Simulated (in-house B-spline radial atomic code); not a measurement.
Computed with a B-spline radial atomic code. Model: two electrons, singlet ground state, non-relativistic, full CI in B-splines with partial waves to l = 8 (at full coupling up to 3e-4 hartree above the limit, correlation up to 0.6 % small), density held at that of full coupling by Lieb maximisation.

Along the adiabatic connection the electron repulsion is scaled by a coupling λ while a local potential keeps the density fixed. At λ = 0 the system is the Kohn-Sham one and W equals the exchange energy; the exchange-correlation energy is the area under W between 0 and 1. The kinetic energy rises with λ as the electrons avoid each other, with dT/dλ = −λ dW/dλ.

Command:
```bash
python run_ac.py task.json out
```
Settings (lengths in bohr, energies in hartree):
```
potential              dot
strength               3.08
lmax                   8
second                 0.3
```

Cost of the run: 6 s on 1 thread of Intel(R) Xeon(R) Processor @ 2.30GHz, on a shared host.

**W = mean repulsion less Hartree energy, and W of three functionals.**

Given: confinement charge in harmonic well; well frequency 3.08 hartree; nuclear charge 0.3; external potential omega^2 r^2/2 - Z/r.

Computed: LDA exchange minus exact 203.34 millihartree; PBE exchange minus exact 59.726 millihartree.

| coupling | W xc (hartree) | W xc minus exchange (millihartree) | kinetic minus Kohn-Sham (millihartree) | LDA (PW92) W minus its exchange (millihartree) | PBE W minus its exchange (millihartree) | SCAN W minus its exchange (millihartree) |
| --- | --- | --- | --- | --- | --- | --- |
| 0 | -1.3954 | 0 | 0 | 0 | 0 | 0 |
| 0.02 | -1.3974 | -1.957 | 0.02 | -12.77 | -3.09 | -1.9 |
| 0.05 | -1.4003 | -4.868 | 0.12 | -26.44 | -7.62 | -4.7 |
| 0.12 | ? | ? | ? | ? | ? | ? |
| 0.25 | -1.419 | -23.543 | 2.9 | -86.64 | -35.3 | -22.34 |
| 0.4 | -1.4322 | -36.757 | 7.19 | -119.09 | -53.74 | -34.68 |
| 0.6 | -1.4488 | -53.394 | 15.49 | -154.72 | -76.04 | -50.15 |
| 0.8 | -1.4644 | -68.993 | 26.39 | -184.82 | -96.24 | -64.66 |
| 1 | ? | ? | ? | ? | ? | ? |
| 1.4 | -1.5058 | -110.35 | 71.5 | -255.62 | -147.74 | -103.41 |
| 2 | -1.5404 | -144.94 | 130.01 | -309.08 | -189.56 | -136.44 |
| 3 | -1.5868 | -191.31 | 244.9 | -376.68 | -245.19 | -182.06 |
| 4.5 | -1.6381 | -242.63 | 435.18 | -449.41 | -307.71 | -234.85 |
| 7 | -1.6952 | -299.71 | 757.88 | -531.01 | -380.31 | -296.71 |
| 10 | -1.7389 | -343.48 | 1125.2 | -595.98 | -439.49 | -345.96 |

Problem. What belongs in the row 0.12?

Solution. W xc (hartree): -1.407; W xc minus exchange (millihartree): -11.547; kinetic minus Kohn-Sham (millihartree): 0.69; LDA (PW92) W minus its exchange (millihartree): -51.28; PBE W minus its exchange (millihartree): -17.79; SCAN W minus its exchange (millihartree): -11.06.

Problem. What belongs in the row 1?

Solution. W xc (hartree): -1.4791; W xc minus exchange (millihartree): -83.636; kinetic minus Kohn-Sham (millihartree): 39.55; LDA (PW92) W minus its exchange (millihartree): -211.09; PBE W minus its exchange (millihartree): -114.76; SCAN W minus its exchange (millihartree): -78.32.

Problem. What is the SCAN exchange minus exact?

Solution. 5.618 millihartree.

**Energy parts, natural occupations and partial-wave weights.**

Computed: exchange energy -1.3954 hartree; correlation energy -0.044082 hartree; kinetic part of the DFT correlation energy 0.039554 hartree; initial slope twice GL2 -0.098196 hartree; kinetic part over minus potential part 0.47293; Hartree energy 2.7909 hartree; Kohn-Sham kinetic 4.5727 hartree.

```csv
natural,occupation of the shell (electrons)
s,1.9909
p,0.0080782
s,0.00054664
d,?
p,7.6917e-05
f,4.3372e-05
```

Problem. What belongs in the row d?

Solution. occupation of the shell (electrons): 0.00033579.

```tsv
wave	weight
s	0.99571
p	0.00408
d	?
f	2.4012e-05
g	5.4765e-06
```

Problem. What belongs in the row d?

Solution. weight: 0.0001763.

Problem. What is the Lieb Oxford ratio E_xc over LDA exchange?

Solution. 1.2075.

Problem. What is the total energy?

Solution. 9.4032 hartree.

Half-way to full coupling W has made 54 % of its drop, against 50 % for a straight line, and second-order (GL2) theory, half the initial slope, overshoots the correlation energy by about 11 %: a moderate bend, as in light atoms. Over couplings 0 to 1 the errors in E_xc come to about +119 millihartree for LDA, +41 millihartree for PBE, +8.3 millihartree for SCAN, so SCAN is nearest. In LDA and PBE the errors of exchange and correlation have opposite signs, so the sum is smaller than the larger of the two.
